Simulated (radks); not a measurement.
Values are calculated unless marked as measured or tabulated.
Q: Species: neutral iron. Configuration: [Ar] 3d6 4s2 (the NIST ground configuration). Level of theory: scalar-relativistic Kohn-Sham, PBEsol, spin-unpolarised, spherical densities, finite nucleus; Fermi nuclear charge, rms radius 3.7377 fm; hard spherical wall at 12 bohr (a radial shooting solver on a logarithmic mesh with Libxc functionals). Some entries of the table are withheld. Estimate them.

orbital,occ.,eigenvalue (hartree),<r^2> (bohr^2)
1s,2,-256.9381,0.004602
2s,2,-30.09159,0.08428
2p,6,-25.65073,0.06826
3s,2,-3.44572,0.7603
3p,6,-2.20207,0.8698
3d,6,-0.27660,(1)
4s,2,(2),10.29
4p,0,-0.04671,20.99
5s,0,0.03045,53.44
4d,0,0.06688,51.18

A: 
(1) 3d <r^2> (bohr^2): 1.766
(2) 4s eigenvalue (hartree): -0.19508
